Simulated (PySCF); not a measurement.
# Electron correlation in As⁺ (arsenic, charge +1)

[Ar] 3d10 4s1 4p2 4d1, one real determinant (an excited configuration). Calculation: PySCF 2.14, in x2c-TZVPPall with one added diffuse shell each of s, p, d type (7s6p5d1f, 57 functions); the spin-free X2C one-electron Hamiltonian (Gaussian nucleus). Frozen: [Ar] 3d10; 4 electrons correlated.

```json
{"level": "CCSD", "correlation energy (mhartree)": "-35.08"}
{"level": "(T)", "correlation energy (mhartree)": "-3.97"}
{"level": "CCSD(T)", "correlation energy (mhartree)": "-39.05"}
```

Diagnostics: T1 = 0.032, D1 = 0.0904, largest double amplitude 0.413.

The real determinant used has ⟨L²⟩ near 8 against 12 for a pure F term, so it mixes terms. The outer electron is Rydberg-like, and this basis confines it to a smaller radius and binds it less than a complete one would. T1 exceeds 0.03, a sign that the reference determinant is poor. A double-excitation amplitude exceeds 0.15, a sign of near-degeneracy.

Cost of the coupled-cluster step: roughly 1 core-seconds, for 4 correlated electrons.

Iterations:

```
CC2 = 0
CCSD nocc = (np.int64(4), np.int64(0)), nmo = (43, 43)
frozen orbitals [[0, 1, 2, 3, 4, 5, 6, 7, 8, 9, 10, 11, 12, 13], [0, 1, 2, 3, 4, 5, 6, 7, 8, 9, 10, 11, 12, 13]]
max_cycle = 100
direct = 0
conv_tol = 1e-08
conv_tol_normt = 1e-06
diis_space = 8
diis_start_cycle = 0
Init t2, MP2 energy = -0.0166400600143171
Init E_corr(UCCSD) = -0.0166400600148395
cycle = 1  E_corr(UCCSD) = -0.0215475058376596  dE = -0.00490744582  norm(t1,t2) = 0.048103
cycle = 2  E_corr(UCCSD) = -0.0235670359172622  dE = -0.00201953008  norm(t1,t2) = 0.0372902
cycle = 3  E_corr(UCCSD) = -0.0271988233407231  dE = -0.00363178742  norm(t1,t2) = 0.0335752
cycle = 4  E_corr(UCCSD) = -0.0303361684249737  dE = -0.00313734508  norm(t1,t2) = 0.0277774
cycle = 5  E_corr(UCCSD) = -0.0304475551909375  dE = -0.000111386766  norm(t1,t2) = 0.0245877
cycle = 6  E_corr(UCCSD) = -0.0336055824691573  dE = -0.00315802728  norm(t1,t2) = 0.0252126
cycle = 7  E_corr(UCCSD) = -0.0336201963481839  dE = -1.4613879e-05  norm(t1,t2) = 0.0137477
cycle = 8  E_corr(UCCSD) = -0.036255525427988  dE = -0.00263532908  norm(t1,t2) = 0.00562471
cycle = 9  E_corr(UCCSD) = -0.0348707831036845  dE = 0.00138474232  norm(t1,t2) = 0.00462286
cycle = 10  E_corr(UCCSD) = -0.0351114303067886  dE = -0.000240647203  norm(t1,t2) = 0.000924387
cycle = 11  E_corr(UCCSD) = -0.0350676929779609  dE = 4.37373288e-05  norm(t1,t2) = 0.00014317
cycle = 12  E_corr(UCCSD) = -0.0350770417730999  dE = -9.34879514e-06  norm(t1,t2) = 3.68385e-05
cycle = 13  E_corr(UCCSD) = -0.0350771405268512  dE = -9.87537513e-08  norm(t1,t2) = 1.34005e-06
cycle = 14  E_corr(UCCSD) = -0.0350771241261827  dE = 1.64006685e-08  norm(t1,t2) = 3.90874e-07
cycle = 15  E_corr(UCCSD) = -0.0350771094557278  dE = 1.46704549e-08  norm(t1,t2) = 1.79027e-07
cycle = 16  E_corr(UCCSD) = -0.0350771100506945  dE = -5.94966749e-10  norm(t1,t2) = 2.98344e-08
UCCSD converged
E(UCCSD) = -2258.067762963609  E_corr = -0.03507711005069453
UCCSD(T) correction = -0.00397176788507432
```

The reference is one real determinant that mixes LS terms of this configuration.
